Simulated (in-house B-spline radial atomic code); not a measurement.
# BSE on G0W0@HF excitations of Al³⁺

Method: BSE on G0W0@HF. Computed with an all-electron radial atomic-structure program (B-spline basis): linear response of the closed shell [He] 2s2 2p6 with a statically screened interaction on G0W0 levels; non-relativistic, point nucleus, no spin-orbit coupling, no double excitations, S, P, D and F terms only. Only terms of natural parity with L up to 3 were computed.

Command:
```bash
python run_td.py task.json out
```
Settings (radii: box in bohr, nucleus in fm):
```
Z                        13
electrons                10
configuration            [He] 2s2 2p6
hamiltonian              nr
method                   bse
box_radius               23.08
intervals                51
```

Time taken, with all properties: 6.2 s on 1 thread of Arm Neoverse N1, with other jobs on the host.

The lowest states, in the order of their Tamm-Dancoff energies; the method's threshold (minus the highest G0W0 level) is 120.42 eV. Labels give the largest channel, * marks a mixed state, and oscillator strengths are full-response dipole values. Energies in eV:

```csv
state,full response,Tamm-Dancoff,oscillator strength
2p → 3s 3P,76.91,76.93,-
2p → 3s 1P,77.87,77.89,0.226
2p → 3p 3S,83.53,83.59,-
2p → 3p 3D,?,?,-
2p → 3p 1D,?,?,-
2p → 3p 1S,89.02,89.38,-
2p → 3d 3P,94.56,94.56,-
2p → 3d 3F,94.86,94.87,-
2p → 3d 1F,95.15,95.15,-
2p → 3d 1P,95.94,95.99,0.742
2p → 4s 3P,99.88,99.89,-
2p → 4s 1P,100.16,100.16,0.0443
2p → 4p 3S,102.18,102.20,-
2p → 4p 3D,102.61,102.62,-
2p → 4p 1D,102.82,102.82,-
2p → 4p 1S,104.06,104.19,-
2p → 4d 3P,106.01,106.02,-
2p → 4d 3F,106.13,106.14,-
2p → 4d 1F,106.27,106.27,-
2p → 4d 1P,106.67,106.70,0.318
2p → 4f 3D,106.74,106.74,-
2p → 4f 1D,106.76,106.76,-
```

(1) Where does 2p → 3p 3D lie?

(2) Where does 2p → 3p 1D lie?

(3) How large is the singlet-triplet splitting of 2p → 3s (P terms) in Tamm-Dancoff?

(4) What polarisabilities and dispersion coefficient does the method give?

## Answers

(1) At 84.83 eV in full response, 84.85 eV in Tamm-Dancoff.

(2) At 85.49 eV in full response, 85.49 eV in Tamm-Dancoff.

(3) 0.958 eV, from the unrounded values.

(4) Dipole 0.2635 bohr³, quadrupole 0.2157 bohr⁵, C6 0.2416 hartree·bohr⁶ for two such species.
